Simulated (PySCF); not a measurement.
## Cl⁺: excitation energy

Cl⁺ [Ne] 3s2 3p4 (3P) → Cl⁺ [Ne] 3s1 3p5 (3P), as a difference of total energies. All numbers are calculated (PySCF 2.14, the non-relativistic Hamiltonian (point nucleus), in aug-cc-pV(D+d)Z (5s4p3d, 32 functions)). Correlated levels: valence: [Ne] frozen. The calculations carry no spin-orbit coupling.

```tsv
method	excitation energy (eV)	error (eV)
UHF	14.282	+2.709
MP2 (valence)	12.914	+1.341
SCS-MP2 (valence)	12.724	+1.151
CCSD (valence)	11.672	+0.099
CCSD(T) (valence)	11.467	-0.106
CCSDT (valence)	11.449	-0.124
```

Reference: 11.573 eV (measured; NIST levels, between the centres of gravity of the two terms).

Errors of the correlated levels include the incompleteness of this basis and the frozen core.

The coupled-cluster amplitudes are large for the upper state (T1 above 0.03 or a double amplitude above 0.15), so a single reference is strained.
